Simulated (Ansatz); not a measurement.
Calculation: Ansatz (a program for electronic structure) with r2SCAN-D4/def2-SVP. No frequencies were computed at this level.

Ansatz 0.2 input:
```yaml
crystal:
  periodic: [false, false, false]
  atoms:
    - { symbol: Y, position_ang: [-0.206149, -0.527213, -0.148312] }
    - { symbol: F, position_ang: [0.786702, 0.390382, -1.458539] }
    - { symbol: F, position_ang: [-1.480062, 0.772716, 0.333097] }
    - { symbol: F, position_ang: [0.967281, -0.462571, 1.322508] }
basis:
  gaussian: { orbitals: def2-svp }
hamiltonian:
  xc: r2scan
  dispersion: d4
relax:
  max_steps: 150
```

Output:

```
Functional definition: r2SCAN
733 factors; their error is unknown
mean field evaluation 1: about -9183.4174 eV, gradient 6.7e1 eV
mean field evaluation 2: about -9130.0232 eV, gradient 1.9e2 eV
mean field evaluation 4: about -9190.4493 eV, gradient 3.8e0 eV
mean field evaluation 8: about -9190.4863 eV, gradient 3.8e-2 eV
mean field evaluation 16: about -9190.4530 eV, gradient 7.4e-5 eV
mean field -9190.45302803 eV, -337.7429192674 hartree, gradient 7.4e-5 eV, S^2 0.000000; 0 other end points of the search recorded, 0 dependent functions left out
reference -9190.45305104 eV, -337.7429201130 hartree; 19, 19 occupied and 54, 54 virtual orbitals, 733 factors
relax step   1: F+E_penalty+E_count = -9190.46752706 eV  Δ(F+E_penalty+E_count) = +0.000e0 eV  max|allowed force component| = 2.885e0 eV/Å  Δτ_max = 0.0000 Å  (25 SCF iters, accepted)
these checks for a lower state are left out or cut short: starts, cluster_reference, orbital_swaps, neighbouring_geometries, increment
733 factors; their error is unknown
mean field -9190.99842679 eV, -337.7629623021 hartree, gradient 1.1e-5 eV, S^2 0.000000; 0 other end points of the search recorded, 0 dependent functions left out
reference -9190.99845027 eV, -337.7629631649 hartree; 19, 19 occupied and 54, 54 virtual orbitals, 733 factors
relax step   2: F+E_penalty+E_count = -9191.01248849 eV  Δ(F+E_penalty+E_count) = -5.450e-1 eV  max|allowed force component| = 4.674e-1 eV/Å  Δτ_max = 0.1550 Å  (33 SCF iters, accepted)
these checks for a lower state are left out or cut short: starts, cluster_reference, orbital_swaps, neighbouring_geometries, increment
733 factors; their error is unknown
mean field evaluation 32: about -9191.0981 eV, gradient 1.9e-5 eV
mean field -9191.09805701 eV, -337.7666236450 hartree, gradient 1.9e-5 eV, S^2 0.000000; 0 other end points of the search recorded, 0 dependent functions left out
reference -9191.09808099 eV, -337.7666245262 hartree; 19, 19 occupied and 54, 54 virtual orbitals, 733 factors
relax step   3: F+E_penalty+E_count = -9191.11178503 eV  Δ(F+E_penalty+E_count) = -9.930e-2 eV  max|allowed force component| = 5.370e-1 eV/Å  Δτ_max = 0.1942 Å  (31 SCF iters, accepted)
these checks for a lower state are left out or cut short: starts, cluster_reference, orbital_swaps, neighbouring_geometries, increment
733 factors; their error is unknown
mean field -9191.12133578 eV, -337.7674791242 hartree, gradient 9.9e-6 eV, S^2 0.000000; 0 other end points of the search recorded, 0 dependent functions left out
reference -9191.12135966 eV, -337.7674800016 hartree; 19, 19 occupied and 54, 54 virtual orbitals, 733 factors
relax step   4: F+E_penalty+E_count = -9191.13510244 eV  Δ(F+E_penalty+E_count) = -2.332e-2 eV  max|allowed force component| = 4.968e-1 eV/Å  Δτ_max = 0.2000 Å  (31 SCF iters, accepted)
these checks for a lower state are left out or cut short: starts, cluster_reference, orbital_swaps, neighbouring_geometries, increment
733 factors; their error is unknown
mean field -9191.14060330 eV, -337.7681871923 hartree, gradient 8.3e-6 eV, S^2 0.000000; 0 other end points of the search recorded, 0 dependent functions left out
reference -9191.14062737 eV, -337.7681880769 hartree; 19, 19 occupied and 54, 54 virtual orbitals, 733 factors
relax step   5: F+E_penalty+E_count = -9191.15423773 eV  Δ(F+E_penalty+E_count) = -1.914e-2 eV  max|allowed force component| = 2.350e-2 eV/Å  Δτ_max = 0.0849 Å  (31 SCF iters, accepted)
these checks for a lower state are left out or cut short: starts, cluster_reference, orbital_swaps, neighbouring_geometries, increment
733 factors; their error is unknown
mean field -9191.14071411 eV, -337.7681912646 hartree, gradient 1.8e-5 eV, S^2 0.000000; 0 other end points of the search recorded, 0 dependent functions left out
reference -9191.14073818 eV, -337.7681921491 hartree; 19, 19 occupied and 54, 54 virtual orbitals, 733 factors
relax step   6: F+E_penalty+E_count = -9191.15434950 eV  Δ(F+E_penalty+E_count) = -1.118e-4 eV  max|allowed force component| = 1.721e-3 eV/Å  Δτ_max = 0.0186 Å  (26 SCF iters, accepted)
these checks for a lower state are left out or cut short: starts, cluster_reference, orbital_swaps, neighbouring_geometries, increment
733 factors; their error is unknown
mean field evaluation 64: about -9191.1408 eV, gradient 2.8e-5 eV
mean field -9191.14075789 eV, -337.7681928737 hartree, gradient 8.3e-6 eV, S^2 0.000000; 0 other end points of the search recorded, 0 dependent functions left out
reference -9191.14078197 eV, -337.7681937583 hartree; 19, 19 occupied and 54, 54 virtual orbitals, 733 factors
relax step   7: F+E_penalty+E_count = -9191.15438957 eV  Δ(F+E_penalty+E_count) = -4.007e-5 eV  max|allowed force component| = 3.661e-3 eV/Å  Δτ_max = 0.0191 Å  (26 SCF iters, accepted)
these checks for a lower state are left out or cut short: starts, cluster_reference, orbital_swaps, neighbouring_geometries, increment
733 factors; their error is unknown
mean field -9191.14078007 eV, -337.7681936885 hartree, gradient 2.0e-5 eV, S^2 0.000000; 0 other end points of the search recorded, 0 dependent functions left out
reference -9191.14080414 eV, -337.7681945732 hartree; 19, 19 occupied and 54, 54 virtual orbitals, 733 factors
relax step   8: F+E_penalty+E_count = -9191.15440905 eV  Δ(F+E_penalty+E_count) = -1.949e-5 eV  max|allowed force component| = 7.499e-3 eV/Å  Δτ_max = 0.0214 Å  (26 SCF iters, accepted)
733 factors; their error is unknown
mean field -9191.14078007 eV, -337.7681936885 hartree, gradient 2.0e-5 eV, S^2 0.000000; 1 other end points of the search recorded, 0 dependent functions left out
reference -9191.14080414 eV, -337.7681945732 hartree; 19, 19 occupied and 54, 54 virtual orbitals, 733 factors
Total energy: -9191.15443313 eV, -337.7686954292 hartree
Atom 0 at     0.010168     0.025270     0.007471 Å, force    -0.000424     0.001304    -0.000815 eV/Å
Atom 1 at     0.845021     0.235958    -1.797455 Å, force    -0.003159    -0.001155     0.007395 eV/Å
Atom 2 at    -1.847884     0.690169     0.331001 Å, force     0.007499    -0.002952    -0.001029 eV/Å
Atom 3 at     1.060467    -0.778083     1.507736 Å, force    -0.003915     0.002803    -0.005552 eV/Å
Dipole moment:    -0.016481    -0.043603    -0.011547 e Å
```

Cost: very roughly 28 core-seconds.
